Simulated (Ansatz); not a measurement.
Calculated with Ansatz (gas phase, PBE0-D4/def2-TZVP geometries, no zero-point term in ΔE). CBS: MP2 limit from def2 TZ/QZ plus the TZ coupled-cluster correction, frozen cores. DFT in def2-TZVPP. For Ge, Se outer-core shells are correlated without core-valence functions, which leaves a few kJ/mol of doubt a bond. Scalar relativity is left out up to krypton. One conformer a species, not always the lowest.

Consider the formal exchange of groups at a Ge–F bond: `[F][Ge]([Cl])([Cl])[Cl]` + `C=NC[SeH]` → `[Cl][Ge]([Cl])([Cl])[SeH]` + `C=NCF`.

Task: Is it downhill or uphill in electronic energy at CCSD(T)/CBS, and by how much? (Best estimate.)

Result: Computed: Uphill: ΔE = +10.7 kJ/mol.

Task: What do these levels give: B97M-V, PBE0-D4, BHLYP-D4, ωB97M-V, r2SCAN, SCS-MP2/def2-QZVPP? (Estimate.)

Result: The calculation gave: B97M-V 12.8, PBE0-D4 -1.1, BHLYP-D4 -0.6, ωB97M-V 5.7, r2SCAN 4.9, SCS-MP2/def2-QZVPP 18.5 kJ/mol.

Largest T1 diagnostic among the species: 0.012.

In def2-TZVPP, CCSD(T) changes the Hartree–Fock value by +8.5 kJ/mol (the triples alone add +0.9 kJ/mol) and MP2 by +12.2 kJ/mol. At CCSD(T), def2-SVP lies −4.5 kJ/mol from the extrapolated value and def2-TZVPP +4.1 kJ/mol.
